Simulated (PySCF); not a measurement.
Compound: InEt2(NCO), C5H10InNO.
SMILES: `[CH2]([In]([N]=C=O)[CH2]C)C`

The calculation used TDDFT CAM-B3LYP/def2-SVPD, vertical, gas phase, core orbitals frozen in the response, def2 core potentials past Kr (PySCF 2.14.0, density-fitted response routines). Isolated species at its PBE0-D3(BJ)/def2-SVP geometry (one conformer only). Spin–orbit coupling is left out.

```csv
state,λ (nm),E (eV),f,"main configurations (H = HOMO, L = LUMO)"
S1,269.4,4.60,0.0000,H→L (97%)
S2,224.5,5.52,0.0002,H-2→L (94%)
S3,213.4,5.81,0.113,H-1→L (92%)
S4,211.2,5.87,0.241,H→L+1 (91%)
S5,192.9,6.43,0.041,"H-2→L+1 (48%), H→L+2 (38%)"
S6,192.0,6.46,0.0026,"H-1→L+1 (67%), H-1→L+2 (11%), H-3→L (10%)"
S7,183.8,6.75,0.051,H-3→L (82%)
S8,183.1,6.77,0.0071,"H→L+2 (47%), H-2→L+1 (27%), H-2→L+2 (11%)"
S9,174.1,7.12,0.059,"H-3→L+1 (43%), H→L+3 (38%)"
S10,166.3,7.46,0.025,"H-2→L+2 (30%), H→L+4 (26%), H→L+5 (12%)"
```

Triplets (Tamm–Dancoff): T1 4.41 eV, H→L (94%); T2 4.83 eV, H→L+1 (66%), H→L+4 (14%); T3 5.28 eV, H-1→L (92%); T4 5.42 eV, H-2→L (90%).

The lowest singlet comes at 269 nm (444 kJ/mol) in the ultraviolet; it is dark (f under 0.0005); its leading configuration is HOMO→LUMO (97%). The most intense listed level is S4 at 5.87 eV (211 nm, f = 0.241), 1.27 eV above S1. Löwdin shares by element: HOMO carbon 37% or more, nitrogen 13%, indium 12% (atoms not listed hold the other 38%); LUMO indium 63%, carbon 16% or more, nitrogen 6%. Weighted by f, the mean energy of these states is 6.21 eV. The listed states span 2.85 eV, and the widest gap between neighbours is 0.92 eV (S1 to S2). Orbital energies (eV): HOMO-3 -10.36, HOMO-2 -9.22, HOMO-1 -9.11, HOMO -8.45, LUMO -0.58, LUMO+1 -0.12, LUMO+2 0.99. The window holds the lowest 10 singlets.

The run took 3.5 min of wall time (with the writing of density and orbital grids) on AMD EPYC, one thread (shared host), and the process peaked at 1.5 GiB of memory.
